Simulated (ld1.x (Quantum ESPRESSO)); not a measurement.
## An all-electron radial function and its pseudo partner (beryllium)

Columns: radius, all-electron u(r) and pseudo u(r) of the 1s shell (level -131.89 eV) of beryllium in the configuration 1s2 2s0 2p0; Wu–Cohen, scalar-relativistic, RRKJ scheme, ld1.x (Quantum ESPRESSO) 7.5.

| r (bohr) | all-electron | pseudo |
| --- | --- | --- |
| 0.098 | 0.9774 | 0.8695 |
| 0.195 | 1.3339 | 1.3635 |
| 0.292 | 1.3838 | 1.4259 |
| 0.390 | 1.2869 | 1.2927 |
| 0.488 | 1.1291 | 1.1291 |
| 0.585 | 0.9574 | 0.9574 |
| 0.682 | 0.7928 | 0.7928 |
| 0.780 | 0.6441 | 0.6441 |
| 0.878 | 0.5170 | 0.5170 |
| 0.975 | 0.4122 | 0.4122 |
| 1.072 | 0.3263 | 0.3263 |
| 1.170 | 0.2560 | 0.2560 |
| 1.268 | 0.1997 | 0.1997 |
| 1.365 | 0.1554 | 0.1554 |
| 1.463 | 0.1202 | 0.1202 |
| 1.560 | 0.0928 | 0.0928 |
| 1.658 | 0.0713 | 0.0713 |
| 1.755 | 0.0548 | 0.0548 |
| 1.852 | 0.0420 | 0.0420 |
| 1.950 | 0.0320 | 0.0320 |
| 2.047 | 0.0244 | 0.0244 |
| 2.145 | 0.0185 | 0.0185 |
| 2.242 | 0.0141 | 0.0141 |
| 2.340 | 0.0107 | 0.0107 |
| 2.438 | 0.0081 | 0.0081 |
| 2.535 | 0.0061 | 0.0061 |

Problem. How many radial nodes do the two functions have?

Solution. The all-electron 1s function has n − l − 1 = 0; the pseudo-wave has 0.

Problem. At about which radius was the pseudo-wave matched?

Solution. 0.50 bohr, where the columns begin to agree (steps of 0.10 bohr).

Problem. Is the pseudo-wave norm-conserving?

Solution. Yes: the RRKJ scheme keeps the norm inside the radius equal to the all-electron one, which fixes the energy derivative of the logarithmic derivative at the level.
